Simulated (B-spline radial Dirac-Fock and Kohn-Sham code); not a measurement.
# Magnetic form factor of the 4f shell of Ho⁶⁺

System: holmium as Ho⁶⁺ in the configuration 1s2 2s2 2p6 3s2 3p6 3d10 4s2 4p6 4d10 4f9 5s2 5p4.

Input file task.json (cfg lists n, l and occupation; rrms is the nuclear radius in fm):

```json
{"items": [{
  "Z": 67,
  "q": 6,
  "cfg": [[1, 0, 2], [2, 0, 2], [2, 1, 6], [3, 0, 2], [3, 1, 6], [3, 2, 10], [4, 0, 2], [4, 1, 6], [4, 2, 10], [4, 3, 9], [5, 0, 2], [5, 1, 4]],
  "A": 165,
  "rrms": 5.2022,
  "do": ["scatter"],
  "s": [0.0, 0.04, 0.05, 0.06, 0.08, 0.1, 0.13, 0.16, 0.2, 0.26, 0.33, 0.41, 0.53, 0.67, 0.85, 1.08, 1.37, 1.73, 2.2, 2.79, 3.54, 4.5, 5.71],
  "pz": [0, 0.1, 0.14, 0.18, 0.25, 0.34, 0.46, 0.62, 0.84, 1.1, 1.5, 2.1, 2.8, 3.9, 5.2, 7.1, 9.6, 13.0, 18.0, 24.0, 32.0],
  "hv_scatter": [1000, 10000, 17479.3, 30000, 50000, 100000, 500000, 1000000]
}]}
```

Launch: `python xray_run.py task.json out`

Method: relativistic Hartree-Fock (Dirac-Fock) wave functions, averaged over the configuration. Computed with an atomic code on a B-spline grid. ⟨j_K⟩ is the integral of the 4f radial density with the spherical Bessel function j_K(4πsr), s = sin θ/λ.

```
s (Å⁻¹)     ⟨j0⟩    ⟨j2⟩    ⟨j4⟩    ⟨j6⟩
      0   1.0000  0.0000  0.0000  0.0000
   0.04   0.9927  0.0029  0.0000  0.0000
   0.05   0.9886  0.0045  0.0000  0.0000
   0.06   0.9836  0.0065  0.0000  0.0000
   0.08   0.9711  0.0115  0.0001  0.0000
    0.1   0.9553  0.0176  0.0002  0.0000
   0.13   0.9260  0.0290  0.0005  0.0000
   0.16   0.8906  0.0424  0.0010  0.0000
    0.2   0.8357  0.0625  0.0023  0.0001
   0.26   0.7418  0.0951  0.0057  0.0003
   0.33   0.6242  0.1318  0.0125  0.0009
   0.41   0.4923  0.1665  0.0236  0.0026
   0.53   0.3202  0.1973  0.0443  0.0076
   0.67   0.1727  0.2026  0.0681  0.0169
   0.85   0.0592  0.1783  0.0896  0.0314
   1.08  -0.0040  0.1299  0.0983  0.0476
   1.37  -0.0225  0.0754  0.0886  0.0583
```

Radial moments of the shell: ⟨r²⟩ = 0.6238, ⟨r⁴⟩ = 0.8285, ⟨r⁶⟩ = 2.012 in powers of bohr.
